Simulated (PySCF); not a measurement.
# Radial density of C³⁺ (carbon, charge +3)

PBE, [He] 2s1, 2S determinant. All numbers are calculated (PySCF 2.14, the non-relativistic Hamiltonian (point nucleus), in pcseg-2 (4s3p2d1f, 30 functions)).

```
r (bohr)  4πr²ρ (e/bohr)  4πr²(ρα − ρβ)
 0.00529         0.04166         0.0013
 0.00890          0.1133         0.0036
  0.0150          0.2971         0.0094
  0.0252          0.7448         0.0235
  0.0424           1.714         0.0534
  0.0713           3.441         0.1046
   0.120           5.482         0.1552
   0.202           5.994         0.1300
   0.339           3.543         0.0094
   0.571           1.009         0.2052
   0.960          0.8612         0.8250
    1.61          0.5323         0.5322
    2.72         0.03638         0.0364
    4.57       3.152e-05         0.0000
```
